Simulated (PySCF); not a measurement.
Electronic structure of P (phosphorus, neutral) at the UHF level

Configuration: [Ne] 3s2 3p3, high-spin 4S determinant. All numbers are calculated (PySCF 2.14, the spin-free X2C one-electron Hamiltonian (Gaussian nucleus), in x2c-QZVPPall (9s6p4d2f1g, 70 functions)).

```json
{
 "Total energy": "-341.536977 hartree",
 "One-electron energy": "-472.6310 hartree",
 "Hartree (Coulomb) energy": "153.8242 hartree",
 "Exchange energy": "-22.7303 hartree",
 "⟨S²⟩": "3.7506",
 "⟨L²⟩": "0.000",
 "Sum of ⟨r⟩": "14.95 bohr",
 "Sum of ⟨r²⟩": "30.19 bohr²",
 "Langevin diamagnetic susceptibility": "-23.9 ×10⁻⁶ cm³/mol"
}
```

| shell | electrons | mean orbital energy (eV) | rms radius, mean of both spins (bohr) |
| --- | --- | --- | --- |
| 1s α | 1 | -2182.4 | 0.120 |
| 1s β | 1 | -2181.8 | 0.120 |
| 2s α | 1 | -205.66 | 0.560 |
| 2s β | 1 | -205.07 | 0.560 |
| 2p α | 3 | -147.49 | 0.540 |
| 2p β | 3 | -146.36 | 0.540 |
| 3s α | 1 | -22.829 | 2.08 |
| 3s β | 1 | -15.219 | 2.08 |
| 3p α | 3 | -10.654 | 2.52 |

Densities and radii are taken from the X2C orbitals without a picture-change correction, which distorts them close to the nucleus.

Spin-orbit constants ζ (cm⁻¹) from the X2C one-electron operator on these orbitals: bare nucleus, nucleus screened by l(l+1)(2l+1)/3 electrons, and screened by the Breit-Pauli mean field of the electrons.

```tsv
shell	bare	screened nucleus	mean field
2p	5478	4748	4420
3p	291.7	252.8	231.1
```
